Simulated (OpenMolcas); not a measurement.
# W4+: ligand-field states by method

W4+ with 4 ligands (oxide) in tetrahedral coordination (Td) at 1.91 Å. A charge of +1 e stands 2.6 Å behind each ligand. Ligand basis ANO-RCC-VDZP.
```
W     0.0000    0.0000    0.0000
O     1.1027    1.1027    1.1027
O     1.1027   -1.1027   -1.1027
O    -1.1027    1.1027   -1.1027
O    -1.1027   -1.1027    1.1027
```

* Program: OpenMolcas
* Basis: ANO-RCC-VDZP [7s6p4d2f1g]
* Scalar Hamiltonian: DKH2, point nucleus
* Active space: 2 electrons in 5 orbitals (5d)
* State averaging: 2S+1 = 3 even, 10 roots; 2S+1 = 1 even, 15 roots
* Spin-orbit coupling: RASSI with atomic mean-field integrals over the reference wave functions

I. CASSCF
II. SS-CASPT2, IPEA 0.25 Eh, imaginary shift 0.1 Eh (the 31 lowest orbitals frozen, all others correlated)

Spin-free states (labels of Td) in cm-1, each column counted from its own energy of the first state listed:

| State | Degeneracy | I | II |
| --- | --- | --- | --- |
| 3A2 | 1 | 0 | 0 |
| 1E | 2 | 9323 | 7510 |
| 3T2 | 3 | 10525 | 10150 |
| 3T1 | 3 | 15639 | 14030 |
| 1A1 | 1 | 16217 | 14130 |
| 2S+1 = 1 | 3 | 19828 | 16200 |
| 2S+1 = 1 | 3 | 20985 | 18300 |
| 3T1 | 3 | 24056 | 21950 |
| 1E | 2 | 28551 | 25260 |
| 1T2 | 3 | 31936 | 27880 |
| 1A1 | 1 | 44152 | 36300 |

From I to II, I's first state of the same spin (3T2) moves from 10525 to 10150 cm-1, by about -380 cm-1.

From I to II, I's first state of another spin (1E) moves from 9323 to 7510 cm-1, by about -1800 cm-1.

χT at 300 K: I 0.48, II 0.45 cm3 K/mol.

The states above are spin-free; spin-orbit coupling is strong here and shifts and splits them by thousands of cm-1.

Roots that are degenerate in the reference are averaged as groups; the widest CASPT2 spread within a group is 380 cm-1 (the 3-fold group of multiplicity 3 near 21900 cm-1 above the lowest state of its run, II). Shifts and gaps below about the spread of the groups concerned are not significant. Over all roots computed the reference weight is 0.69 to 0.71 in II; a low but even weight reflects the number of correlated electrons. The least metal-like active orbital is 69 % on the metal (Löwdin) and no ligand orbital is active, so the numbers are rough. The oxide ions are held by bare point charges, a crude embedding. Ligand-to-metal charge-transfer states are missing. With no ligand orbital active B as a rule stays too high, so bands that hang on it stand too high and its fall with covalency is understated. Without dynamic correlation the repulsion within the d shell is too large (B by tens of per cent), so at a given field states of lower spin stand too high (holds for I). With metal d orbitals alone the field can be off either way by tens of per cent (holds for I). These CASPT2 states fit no ligand-field parameters well, so their order and spin gaps are uncertain (holds for II). With one d shell and no ligand orbital active, 10Dq can be off by a tenth or more (holds for II). No measured value stands beside these numbers; the geometry was imposed, not optimised, and the real ion may take another.

A state without a sure symmetry label is named by its multiplicity alone.
